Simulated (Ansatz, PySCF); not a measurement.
diboron dicarbonyl (C2B2O2), SMILES C([B-]#[B-]C#[O+])#[O+].

Geometry optimised at PBE0-D3(BJ)/def2-SVP.

Vertical ionisation energy (IE) and electron affinity (EA) in eV. Rows of orbital energies are one-electron estimates. Where ΔSCF, EOM or ADC give a negative EA the extra electron is unbound and the value depends on the basis.

| level | IE | EA |
|---|---|---|
| −ε(HOMO), −ε(LUMO), B3LYP/def2-TZVP (PySCF) | 6.56 | 3.77 |
| −ε(HOMO), −ε(LUMO), PBE/def2-TZVP (PySCF) | 5.97 | 4.24 |
| ΔSCF, PBE/def2-SVPD (Ansatz), final states of multiplicity 2 and 2 | 8.90 | 1.43 |

Q: What vertical singlet–triplet gap does ΔSCF give with CAM-B3LYP/def2-SVPD (Ansatz, a first-principles code) and with PBE/def2-SVPD (Ansatz)? (The exact figures need the calculation; the answer reports its results.)

A: 0.61 and 1.19 eV (triplet above singlet where positive).
